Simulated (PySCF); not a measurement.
CH₈F₂Si₃, SMILES FC[SiH2][Si@@H](F)[SiH3].

The structure is a stationary point at PBE0-D3(BJ)/def2-SVP. The structure was generated by enumeration; whether it is a known compound was not checked. One conformer was computed; it need not be the lowest.

Two levels are set side by side: PBE/def2-TZVP (PySCF) and M06-2X/def2-TZVP (PySCF). Same geometry, gas phase. Differences are taken from unrounded values.

```json
[
 {"quantity": "orbital gap (eV)", "M06-2X": "8.69"},
 {"quantity": "highest occupied level (eV)", "M06-2X": "-8.79"},
 {"quantity": "lowest empty level (eV)", "M06-2X": "-0.09"},
 {"quantity": "dipole moment (D)", "M06-2X": "2.17"},
 {"quantity": "mean polarisability (bohr³)", "M06-2X": "96.2"}
]
```

Problem. What does PBE give, and how far is it from M06-2X? (Estimate from the structure and the level; the computed values follow.)

Solution. 
```
quantity                       PBE  PBE minus M06-2X
---------------------------  -----  ----------------
orbital gap (eV)              4.87             -3.83
highest occupied level (eV)  -6.68              2.11
lowest empty level (eV)      -1.81             -1.72
dipole moment (D)             2.04             -0.13
mean polarisability (bohr³)  101.6               5.4
```

Without exact exchange PBE keeps part of each electron's self-repulsion, which lifts occupied levels and narrows the gap. PBE's more diffuse valence density responds more strongly to a field. Differences between two approximate levels are no errors against the true value.

Rough cost on one machine, each run with all the roots and properties that it gave: M06-2X against PBE about 3 times.
